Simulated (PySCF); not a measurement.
Stationary points of TeOF₂

These are results of PBE0/[Te def2-TZVP with ECP28, O def2-TZVP, F def2-TZVP], scalar-relativistic core potentials, density fitting, no spin–orbit coupling, PySCF, not measurements.

Relaxations began from a few typed shapes. The search is not exhaustive: other isomers or separated fragments can lie lower, and high-lying points may rest on an excited occupation.

Order these stationary points by electronic energy, lowest first, in kJ/mol from the lowest minimum.
A. singlet Cs: Te–F 1.882 Å (×2), Te–O 1.753 Å; F–Te–F 91.6°, F–Te–O 102.6° (×2)
B. singlet Cs: Te–F 1.868 Å, Te–F 1.998 Å, Te–O 1.793 Å; F–Te–F 79.9°, F–Te–O 91.1°, F–Te–O 171.0°
C. singlet C2v: Te–F 1.952 Å (×2), Te–O 1.754 Å; F–Te–F 172.0°, F–Te–O 94.0° (×2)

A (0.0), C (122.2), B (183.9).

Which of them are minima?

By energy in kJ/mol, 0.0: minimum; 122.2: saddle point, 1 imaginary mode; 183.9: saddle point, 1 imaginary mode.

Counting electrons, tellurium keeps 2 of its valence electrons outside its bonds, so the VSEPR class is AX3E1 and the expected shape is trigonal pyramidal; with unlike ligands the computed point group is Cs.
